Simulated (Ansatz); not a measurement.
CrS₂⁻. Charge -1, multiplicity 2. Geometry PBE0-D4/def2-TZVPD.

```csv
atom,x (Å),y (Å),z (Å)
Cr1,0.161,-0.276,0.216
S2,1.721,0.858,-0.534
S3,-1.882,-0.582,0.318
```

B3LYP takes the VWN-RPA correlation. At PBE-D4/def2-SVPD, PBE-D4/def2-TZVPD, BLYP-D4/def2-TZVPD, B3LYP-D4/def2-TZVPD and others the charge -1 doublet is spin-contaminated (final ⟨S²⟩ up to 1.80, 0.75 for a pure state). The geometry of the doublet was relaxed on an unsound state (⟨S²⟩ 1.79, where a pure state has 0.75). At PBE0-D4/def2-TZVPD a quartet of charge -1 lies 1.20 eV below the doublet, each at its own geometry. That quartet is doubtful there (⟨S²⟩ 4.23, where a pure state has 3.75). The structure comes from a short search, and lower isomers may exist.

Task: Estimate the α-spin orbital energies around the gap (eV) in Ansatz with PBE-D4/def2-SVPD, PBE-D4/def2-TZVPD, BLYP-D4/def2-TZVPD, B3LYP-D4/def2-TZVPD, PBE0-D4/def2-SVPD.

Result: 
```json
{"orbital": "HOMO−9", "PBE-D4/def2-SVPD": "-11.47", "PBE-D4/def2-TZVPD": "-11.46", "BLYP-D4/def2-TZVPD": "-11.28", "B3LYP-D4/def2-TZVPD": "-13.06", "PBE0-D4/def2-SVPD": "-13.50"}
{"orbital": "HOMO−8", "PBE-D4/def2-SVPD": "-11.04", "PBE-D4/def2-TZVPD": "-11.04", "BLYP-D4/def2-TZVPD": "-10.87", "B3LYP-D4/def2-TZVPD": "-12.58", "PBE0-D4/def2-SVPD": "-12.97"}
{"orbital": "HOMO−7", "PBE-D4/def2-SVPD": "-3.35", "PBE-D4/def2-TZVPD": "-3.28", "BLYP-D4/def2-TZVPD": "-3.09", "B3LYP-D4/def2-TZVPD": "-4.55", "PBE0-D4/def2-SVPD": "-5.07"}
{"orbital": "HOMO−6", "PBE-D4/def2-SVPD": "-2.49", "PBE-D4/def2-TZVPD": "-2.44", "BLYP-D4/def2-TZVPD": "-2.23", "B3LYP-D4/def2-TZVPD": "-3.26", "PBE0-D4/def2-SVPD": "-3.76"}
{"orbital": "HOMO−5", "PBE-D4/def2-SVPD": "-2.34", "PBE-D4/def2-TZVPD": "-2.31", "BLYP-D4/def2-TZVPD": "-2.08", "B3LYP-D4/def2-TZVPD": "-3.09", "PBE0-D4/def2-SVPD": "-3.63"}
{"orbital": "HOMO−4", "PBE-D4/def2-SVPD": "-1.73", "PBE-D4/def2-TZVPD": "-1.74", "BLYP-D4/def2-TZVPD": "-1.52", "B3LYP-D4/def2-TZVPD": "-3.05", "PBE0-D4/def2-SVPD": "-3.42"}
{"orbital": "HOMO−3", "PBE-D4/def2-SVPD": "-1.66", "PBE-D4/def2-TZVPD": "-1.65", "BLYP-D4/def2-TZVPD": "-1.46", "B3LYP-D4/def2-TZVPD": "-2.40", "PBE0-D4/def2-SVPD": "-2.66"}
{"orbital": "HOMO−2", "PBE-D4/def2-SVPD": "-1.37", "PBE-D4/def2-TZVPD": "-1.35", "BLYP-D4/def2-TZVPD": "-1.17", "B3LYP-D4/def2-TZVPD": "-2.14", "PBE0-D4/def2-SVPD": "-2.42"}
{"orbital": "HOMO−1", "PBE-D4/def2-SVPD": "-0.71", "PBE-D4/def2-TZVPD": "-0.68", "BLYP-D4/def2-TZVPD": "-0.52", "B3LYP-D4/def2-TZVPD": "-1.92", "PBE0-D4/def2-SVPD": "-2.14"}
{"orbital": "HOMO", "PBE-D4/def2-SVPD": "-0.30", "PBE-D4/def2-TZVPD": "-0.31", "BLYP-D4/def2-TZVPD": "-0.14", "B3LYP-D4/def2-TZVPD": "-1.47", "PBE0-D4/def2-SVPD": "-1.77"}
{"orbital": "LUMO", "PBE-D4/def2-SVPD": "0.84", "PBE-D4/def2-TZVPD": "0.83", "BLYP-D4/def2-TZVPD": "1.01", "B3LYP-D4/def2-TZVPD": "1.76", "PBE0-D4/def2-SVPD": "1.74"}
{"orbital": "LUMO+1", "PBE-D4/def2-SVPD": "0.90", "PBE-D4/def2-TZVPD": "0.95", "BLYP-D4/def2-TZVPD": "1.17", "B3LYP-D4/def2-TZVPD": "1.93", "PBE0-D4/def2-SVPD": "1.97"}
{"orbital": "LUMO+2", "PBE-D4/def2-SVPD": "1.17", "PBE-D4/def2-TZVPD": "1.22", "BLYP-D4/def2-TZVPD": "1.40", "B3LYP-D4/def2-TZVPD": "2.24", "PBE0-D4/def2-SVPD": "2.61"}
{"orbital": "LUMO+3", "PBE-D4/def2-SVPD": "2.83", "PBE-D4/def2-TZVPD": "2.80", "BLYP-D4/def2-TZVPD": "2.86", "B3LYP-D4/def2-TZVPD": "3.05", "PBE0-D4/def2-SVPD": "3.19"}
{"orbital": "LUMO+4", "PBE-D4/def2-SVPD": "3.57", "PBE-D4/def2-TZVPD": "3.26", "BLYP-D4/def2-TZVPD": "3.28", "B3LYP-D4/def2-TZVPD": "3.48", "PBE0-D4/def2-SVPD": "4.00"}
{"orbital": "LUMO+5", "PBE-D4/def2-SVPD": "3.66", "PBE-D4/def2-TZVPD": "3.26", "BLYP-D4/def2-TZVPD": "3.35", "B3LYP-D4/def2-TZVPD": "3.57", "PBE0-D4/def2-SVPD": "4.17"}
{"orbital": "β HOMO", "PBE-D4/def2-SVPD": "-0.35", "PBE-D4/def2-TZVPD": "-0.33", "BLYP-D4/def2-TZVPD": "-0.20", "B3LYP-D4/def2-TZVPD": "-1.96", "PBE0-D4/def2-SVPD": "-2.34"}
{"orbital": "β LUMO", "PBE-D4/def2-SVPD": "0.89", "PBE-D4/def2-TZVPD": "0.92", "BLYP-D4/def2-TZVPD": "0.88", "B3LYP-D4/def2-TZVPD": "1.47", "PBE0-D4/def2-SVPD": "1.85"}
```
